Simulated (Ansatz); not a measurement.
Removing an electron: Al₃Ga⁻. The state is a doublet with charge -1. Geometry: PBE0-D4/def2-SVPD. Ansatz, gas phase; energy differences of separate SCF runs; the oxidised species is a triplet (the singlet lies 0.36 eV higher at PBE0-D4/def2-TZVPD).

```xyz
4

Al    0.419    1.465   -0.378
Al    1.822   -0.339    0.751
Al   -0.434   -1.462    0.372
Ga   -1.807    0.337   -0.745
```

The structure comes from a short search, and lower isomers may exist.

```tsv
level	−HOMO (eV)	vertical IE (eV)	−LUMO (eV)	HOMO–LUMO gap (eV)
PBE-D4/def2-TZVPD	0.03	2.12	-0.32	0.35
r2SCAN-D4/def2-TZVPD	0.21	2.19	-0.56	0.78
PBE0-D4/def2-TZVPD	0.73	2.14	-0.96	1.69
```

  HOMO and LUMO are the levels of the spin that leaves or enters (xTB has no such levels and no spin-polarisation term). Other spin states of the ions may lie lower, which would lower the ionisation energy or raise the affinity.
